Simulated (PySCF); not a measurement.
I₃, SMILES I[I-]I, charge -1. Atoms are numbered in the order given.

```xyz
3

I      0.0000     0.0000    -2.9573
I      0.0000     0.0000     0.0000
I      0.0000     0.0000     2.9573
```
Charge -1, spin multiplicity 1.

The structure is a stationary point at PBE0-D3(BJ)/def2-SVPD. The def2 effective core potentials stand for the cores of I; spin–orbit coupling is left out.

Method: M06-2X/def2-TZVPD in PySCF.

Isolated molecule, no solvent.

Computed frontier levels, gap, dipole moment and polarisability:
```yaml
highest_occupied_level: -3.93 eV
lowest_empty_level: 1.47 eV
orbital_gap: 5.40 eV
dipole_moment_about_the_centre_of_nuclear_charge: 0.00 D
mean_static_polarisability: 172.7 bohr³ (25.59 Å³)
polarisability_principal_values: 100.5, 100.5, 316.9 bohr³
```
